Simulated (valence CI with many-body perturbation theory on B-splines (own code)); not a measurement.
Ar XIII: key properties

Computed by configuration interaction combined with many-body perturbation theory (CI+MBPT): four valence electrons over a frozen Dirac-Fock core [He], a basis of 11 s, 11 p, 10 d, 8 f, 5 g, 2 h functions for each j, with the one-electron correlation potential Σ1, the two-electron term Σ2, the three-electron term Σ3, Breit, model QED; selected CI, second order for the rest, scaled by the run's own slope (own B-spline code, finite nucleus).

No measured spectrum was set against this ion. As an estimate, levels of excited configurations hold to 0.05 to 0.15 % of their energy, terms of the ground configuration to about 0.5 %. Among the levels kept, up to 890 cm⁻¹ of a level comes from second order outside the variational space, and about a tenth of that is noise between levels of different J, which matters for small intervals.

Rates and lifetimes use the calculated energies. Strong lines usually hold to 10 to 20 %, long lifetimes can be off by a factor of two.

**Question.** What is the ground level?

**Answer.** 2s2.2p2 3P_0, composition 97 % 2s2.2p2 3P + 2 % 2s2.2p2 1S.

**Question.** Among levels below 507.48 eV, which E1 lines absorb most strongly from the ground level?

**Answer.** to 2s2.2p.3d 3D°_1 at 2.930 nm, f = 1.17; to 2s.2p2.3p 3D°_1 at 2.831 nm, f = 0.217; to 2s.2p3 3D°_1 at 23.62 nm, f = 0.0738.

**Question.** Name the longest-lived excited levels whose lifetime is computed, and their main decay.

**Answer.** 2s2.2p2 3P_1 at 1.22 eV lives 58.9 ms, mostly by M1 to 2s2.2p2 3P_0; 2s2.2p2 3P_2 at 2.71 eV lives 44.0 ms, mostly by M1 to 2s2.2p2 3P_1; 2s2.2p2 1D_2 at 10.56 eV lives 2.35 ms, mostly by M1 to 2s2.2p2 3P_2.

**Question.** What is the ionisation energy?

**Answer.** 685.9 eV; NIST lists 685.5 ± 0.3 eV (semi-empirical).

**Question.** How well does LS coupling describe the low levels?

**Answer.** Among the lowest 20 levels the leading LS term, summed over configurations, holds 98 % on average. For single configurations the figures are 97 % in LS and 69 % in jj coupling. Terms hardly mix: every one of these levels is at least 95 % one term.

**Question.** How is the term 3P of the ground level split?

**Answer.** J = 0 at 0.00, J = 1 at 1.22, J = 2 at 2.71 eV.

**Question.** Where does the other parity begin?

**Answer.** At 2s.2p3 5S°_2, 28.18 eV.
